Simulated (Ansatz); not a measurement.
Al4Ga4. Charge 0, multiplicity 1. Geometry PBE0-D4/def2-SVP.

| atom | x (Å) | y (Å) | z (Å) |
| --- | --- | --- | --- |
| Al1 | 0.557 | 0.418 | -1.828 |
| Al2 | 1.651 | -0.042 | 2.372 |
| Al3 | 2.030 | -0.672 | -0.054 |
| Al4 | 0.468 | 1.564 | 0.510 |
| Ga5 | -1.848 | 0.570 | 0.051 |
| Ga6 | -0.696 | -0.741 | 1.850 |
| Ga7 | -1.902 | 0.774 | -2.461 |
| Ga8 | -0.261 | -1.871 | -0.438 |

The restricted singlet is unstable towards broken spin symmetry at other levels; at PBE-D4/def2-TZVP, PBE-D4/def2-TZVPD, revPBE-D4/def2-TZVP, PBE0-D4/def2-SVP and others this wasn't settled. The geometry of the singlet was relaxed on an unsound state (restricted singlet, unstable towards broken spin symmetry at other levels and untested here). The structure comes from a short search, and lower isomers may exist.

Estimate the orbital energies around the gap (eV) in Ansatz with PBE-D4/def2-TZVP, PBE-D4/def2-TZVPD, revPBE-D4/def2-TZVP, PBE0-D4/def2-SVP, PBE0-D4/def2-TZVPD.


```csv
orbital,PBE-D4/def2-TZVP,PBE-D4/def2-TZVPD,revPBE-D4/def2-TZVP,PBE0-D4/def2-SVP,PBE0-D4/def2-TZVPD
HOMO−13,-19.34,-19.33,-19.28,-22.91,-22.71
HOMO−12,-19.28,-19.26,-19.21,-22.84,-22.64
HOMO−11,-12.89,-12.87,-12.82,-14.76,-14.55
HOMO−10,-10.66,-10.65,-10.59,-12.20,-12.03
HOMO−9,-9.84,-9.82,-9.77,-11.31,-11.14
HOMO−8,-9.32,-9.30,-9.24,-10.68,-10.52
HOMO−7,-8.37,-8.36,-8.29,-9.56,-9.42
HOMO−6,-7.06,-7.05,-6.99,-8.04,-7.92
HOMO−5,-6.38,-6.37,-6.31,-7.15,-7.03
HOMO−4,-5.70,-5.68,-5.62,-6.36,-6.25
HOMO−3,-5.25,-5.23,-5.19,-5.97,-5.84
HOMO−2,-5.14,-5.12,-5.09,-5.92,-5.78
HOMO−1,-5.05,-5.04,-5.00,-5.76,-5.64
HOMO,-4.50,-4.48,-4.45,-5.29,-5.14
LUMO,-3.58,-3.56,-3.51,-3.17,-3.06
LUMO+1,-3.50,-3.49,-3.44,-3.08,-2.97
LUMO+2,-2.86,-2.86,-2.80,-2.41,-2.29
LUMO+3,-2.84,-2.83,-2.77,-2.34,-2.24
LUMO+4,-2.76,-2.75,-2.70,-2.29,-2.18
LUMO+5,-2.02,-2.01,-1.95,-1.53,-1.42
```
